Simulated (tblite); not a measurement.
Compound: C8H17P.
Numbering: `[CH2:1]=[CH:2][CH2:3][P@@:4]([CH3:5])(=[CH:6][CH3:7])[CH2:8][CH3:9]` (hydrogens: H10, H11 on C1; H12 on C2; H13, H14 on C3; H15, H16, H17 on C5; H18 on C6; H19, H20, H21 on C7; H22, H23 on C8; H24, H25, H26 on C9)

Computed with GFN2-xTB (tblite), gas phase: L-BFGS steps from a force-field or distance-geometry start until the largest atomic force falls under 0.01 eV/Å.

Step 53: E = -767.7732 eV
```
atom  x, y, z in Å  |  force x, y, z in eV/Å
C1      3.4196   -0.9369   -0.3689    0.020  -0.047   0.020
C2      2.4644   -0.9984    0.5471    0.043  -0.007   0.008
C3      1.0688   -1.3777    0.2465    0.029   0.011  -0.016
P4     -0.0879    0.1360   -0.1393   -0.080  -0.032  -0.006
C5      0.9294    1.6326    0.0419   -0.017  -0.026   0.032
C6     -1.0980    0.4064   -1.4905   -0.074  -0.053  -0.039
C7     -2.0265   -0.7205   -1.9049   -0.049  -0.034  -0.002
C8     -1.1278    0.0617    1.3931    0.003  -0.007  -0.007
C9     -2.1682    1.1786    1.4324   -0.004   0.017  -0.031
H10     3.2209   -1.1948   -1.3965    0.030   0.031  -0.001
H11     4.4279   -0.6456   -0.1289   -0.014   0.023  -0.010
H12     2.6788   -0.7492    1.5777    0.028   0.036   0.033
H13     0.6217   -1.9467    1.0647   -0.016   0.048  -0.007
H14     1.0368   -1.9881   -0.6599   -0.053   0.021  -0.028
H15     1.7286    1.4908    0.7634    0.028  -0.022   0.034
H16     0.2597    2.4260    0.3674    0.018   0.051   0.004
H17     1.3481    1.8933   -0.9277    0.010  -0.018   0.032
H18    -0.5191    0.8072   -2.3232    0.008   0.020   0.006
H19    -2.9790   -0.3224   -2.2630    0.079   0.071  -0.010
H20    -2.2462   -1.3711   -1.0575    0.008   0.006  -0.034
H21    -1.6066   -1.3288   -2.7105   -0.057  -0.048   0.068
H22    -1.6065   -0.9205    1.4094   -0.010  -0.004  -0.012
H23    -0.4563    0.1027    2.2548    0.045   0.005  -0.010
H24    -2.0663    1.8085    0.5497    0.016   0.019  -0.070
H25    -2.0600    1.8018    2.3169    0.021  -0.030   0.012
H26    -3.1772    0.7776    1.4191   -0.011  -0.029   0.036
```

Step 54: E = -767.7755 eV
```
atom  x, y, z in Å  |  force x, y, z in eV/Å
C1      3.4220   -0.9313   -0.3668    0.014  -0.060   0.010
C2      2.4662   -0.9954    0.5478    0.018   0.012   0.032
C3      1.0720   -1.3806    0.2485    0.025  -0.012  -0.015
P4     -0.0879    0.1316   -0.1369   -0.083  -0.065  -0.005
C5      0.9319    1.6273    0.0362   -0.036  -0.035   0.047
C6     -1.0970    0.4030   -1.4876   -0.047   0.021  -0.055
C7     -2.0340   -0.7122   -1.9068   -0.025  -0.027  -0.016
C8     -1.1272    0.0571    1.3960   -0.001  -0.009   0.033
C9     -2.1683    1.1738    1.4335   -0.014   0.015  -0.043
H10     3.2240   -1.1930   -1.3929    0.034   0.020  -0.027
H11     4.4290   -0.6373   -0.1274   -0.002   0.035  -0.004
H12     2.6765   -0.7364    1.5764    0.038   0.022   0.050
H13     0.6277   -1.9527    1.0672   -0.005   0.071  -0.027
H14     1.0421   -1.9921   -0.6579   -0.055   0.033  -0.018
H15     1.7276    1.4877    0.7617    0.036  -0.011   0.029
H16     0.2622    2.4235    0.3535    0.012   0.060   0.016
H17     1.3517    1.8817   -0.9342    0.025  -0.025   0.029
H18    -0.5150    0.8094   -2.3171   -0.018  -0.009   0.018
H19    -2.9732   -0.3029   -2.2846    0.055   0.072  -0.001
H20    -2.2734   -1.3525   -1.0585   -0.012  -0.010  -0.006
H21    -1.6100   -1.3319   -2.6999   -0.045  -0.078   0.031
H22    -1.6054   -0.9265    1.4176    0.007   0.026  -0.030
H23    -0.4574    0.1017    2.2593    0.050   0.001  -0.028
H24    -2.0703    1.7970    0.5447    0.009   0.011  -0.047
H25    -2.0580    1.8031    2.3137    0.028  -0.038  -0.004
H26    -3.1769    0.7707    1.4278   -0.008  -0.020   0.032
```

Step 55: E = -767.7782 eV
```
atom  x, y, z in Å  |  force x, y, z in eV/Å
C1      3.4254   -0.9261   -0.3642    0.012  -0.059  -0.001
C2      2.4691   -0.9921    0.5491   -0.011   0.031   0.049
C3      1.0765   -1.3841    0.2501    0.011  -0.018  -0.011
P4     -0.0897    0.1255   -0.1346   -0.054  -0.072  -0.004
C5      0.9340    1.6203    0.0307   -0.047  -0.035   0.056
C6     -1.0976    0.4000   -1.4849   -0.006   0.085  -0.045
C7     -2.0432   -0.7032   -1.9091    0.007  -0.015  -0.027
C8     -1.1270    0.0519    1.3997   -0.005  -0.005   0.055
C9     -2.1689    1.1687    1.4337   -0.018   0.005  -0.042
H10     3.2289   -1.1912   -1.3892    0.035   0.004  -0.046
H11     4.4303   -0.6263   -0.1258    0.014   0.042   0.003
H12     2.6751   -0.7216    1.5758    0.042   0.002   0.053
H13     0.6348   -1.9585    1.0696    0.001   0.083  -0.039
H14     1.0477   -1.9962   -0.6563   -0.048   0.041  -0.008
H15     1.7271    1.4832    0.7601    0.024  -0.001   0.015
H16     0.2655    2.4216    0.3382    0.012   0.053   0.027
H17     1.3564    1.8676   -0.9407    0.031  -0.037   0.035
H18    -0.5112    0.8117   -2.3099   -0.042  -0.038   0.021
H19    -2.9656   -0.2798   -2.3093    0.021   0.060   0.004
H20    -2.3043   -1.3311   -1.0596   -0.042  -0.019   0.022
H21    -1.6148   -1.3369   -2.6868   -0.034  -0.104  -0.014
H22    -1.6043   -0.9328    1.4264    0.019   0.047  -0.041
H23    -0.4580    0.1008    2.2641    0.050  -0.002  -0.046
H24    -2.0749    1.7843    0.5380   -0.004  -0.004  -0.012
H25    -2.0556    1.8041    2.3098    0.033  -0.038  -0.025
H26    -3.1768    0.7628    1.4384   -0.001  -0.006   0.019
```

Task: Estimate the geometry and energy of step 56. (The exact step hangs on the optimiser's Hessian estimate; all steps are aligned on step 55, rigid shifts and turns removed.)

Result: E = -767.7813 eV, largest force 0.126 eV/Å
```
atom  x, y, z in Å  |  force x, y, z in eV/Å
C1      3.4306   -0.9214   -0.3612    0.011  -0.042  -0.011
C2      2.4730   -0.9874    0.5507   -0.031   0.043   0.047
C3      1.0824   -1.3876    0.2513   -0.006  -0.002  -0.005
P4     -0.0937    0.1176   -0.1327   -0.003  -0.048  -0.001
C5      0.9358    1.6111    0.0259   -0.047  -0.026   0.057
C6     -1.1013    0.3988   -1.4823    0.037   0.112  -0.017
C7     -2.0545   -0.6933   -1.9122    0.035  -0.005  -0.031
C8     -1.1274    0.0465    1.4042   -0.004   0.004   0.049
C9     -2.1704    1.1633    1.4330   -0.017  -0.013  -0.026
H10     3.2372   -1.1880   -1.3860    0.031  -0.015  -0.049
H11     4.4332   -0.6137   -0.1237    0.022   0.043   0.012
H12     2.6754   -0.7049    1.5754    0.037  -0.024   0.043
H13     0.6438   -1.9625    1.0721    0.000   0.079  -0.041
H14     1.0539   -2.0007   -0.6547   -0.033   0.046   0.003
H15     1.7262    1.4747    0.7595   -0.001   0.012   0.000
H16     0.2707    2.4199    0.3225    0.017   0.031   0.036
H17     1.3640    1.8513   -0.9455    0.026  -0.056   0.050
H18    -0.5088    0.8128   -2.3024   -0.057  -0.057   0.010
H19    -2.9570   -0.2540   -2.3379   -0.012   0.034   0.008
H20    -2.3407   -1.3066   -1.0609   -0.072  -0.013   0.036
H21    -1.6211   -1.3447   -2.6711   -0.028  -0.113  -0.049
H22    -1.6037   -0.9388    1.4357    0.024   0.056  -0.045
H23    -0.4576    0.1002    2.2682    0.044  -0.004  -0.061
H24    -2.0810    1.7705    0.5297   -0.019  -0.024   0.030
H25    -2.0526    1.8047    2.3045    0.038  -0.027  -0.044
H26    -3.1774    0.7545    1.4513    0.008   0.010  -0.002
```

The energy changes by -0.0031 eV. The first-order estimate −F·Δx gives -0.0042 eV and the mean of the old and new forces, exact on a quadratic surface, -0.0031 eV. The step makes an angle of 81° with the force vector and moves no atom by more than 0.044 Å.

What follows is the cost of the whole relaxation. Time: 2.6 s. Hardware: an Arm Neoverse V1 with one thread, no GPU, shared host with 32 logical CPUs at a one-minute load of 10.
